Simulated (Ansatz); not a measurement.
`BOC[SiH2]C` and `BOCC` differ in one atom or group.

Ansatz, PBE0-D4/def2-TZVP geometries, multiplicity 1. Each molecule was computed in one conformer, which needn't be the lowest.

```csv
property,`BOC[SiH2]C`
HOMO–LUMO gap (PBE/def2-TZVPP) / eV,5.62
LUMO energy (PBE/def2-TZVPP) / eV,-1.38
HOMO energy (B3LYP/def2-TZVPP) / eV,-8.09
"ideal-gas entropy at 298 K and 1 bar (rigid rotor, harmonic PBE0-D4/def2-TZVP) / J/(mol·K)",361
HOMO–LUMO gap (ωB97M-V/def2-TZVPP) / eV,12.01
size of the dipole moment (B3LYP/def2-TZVPP) / D,1.41
```

Give the same properties after the change, and the shifts. (An estimate is asked.)

Computed: 
| property | `BOCC` | shift |
| --- | --- | --- |
| HOMO–LUMO gap (PBE/def2-TZVPP) / eV | 5.73 | 0.11 |
| LUMO energy (PBE/def2-TZVPP) / eV | -1.31 | 0.07 |
| HOMO energy (B3LYP/def2-TZVPP) / eV | -8.33 | -0.24 |
| ideal-gas entropy at 298 K and 1 bar (rigid rotor, harmonic PBE0-D4/def2-TZVP) / J/(mol·K) | 300 | -61 |
| HOMO–LUMO gap (ωB97M-V/def2-TZVPP) / eV | 12.40 | 0.39 |
| size of the dipole moment (B3LYP/def2-TZVPP) / D | 1.78 | 0.37 |

With PBE0 the HOMO falls by 0.23 eV and the LUMO rises by 0.07 eV, so the gap widens by about 0.30 eV. PBE moves the HOMO by -0.04 eV and ωB97M-V by -0.32 eV. The zero-point energy changes by -40.1 kJ/mol with -9 modes. Dipoles are sizes alone; their direction can turn.

B3LYP here is the variant with VWN-RPA as its local correlation; programs differ in this.
